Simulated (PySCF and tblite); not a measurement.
Results of a calculation; reference values are marked as such.
System: C7H10Si, numbered as in [SiH3:1][CH:2]1[CH:3]=[CH:4][CH:5]=[CH:6][CH:7]=[CH:8]1.

Motion: shift of Si1 from C2 to C6. GFN2-xTB gives an electronic barrier of 19.1 kcal/mol.

Question: What does PBE0/pcSseg-1 + D3(BJ), IEF-PCM chloroform give on PBE0-D3(BJ)/def2-SVP geometries?

Answer: A barrier of 25.0 kcal/mol, 5.9 above the tight-binding barrier (from unrounded values) and, with GFN2-xTB thermal terms, ΔG‡(298 K) = 25.1 kcal/mol and k = 5.1×10⁻⁶ s⁻¹ (2 equivalent paths).

Question: And the level of the geometries itself, PBE0-D3(BJ)/def2-SVP?

Answer: 24.9 kcal/mol.

Programs: tblite and PySCF.
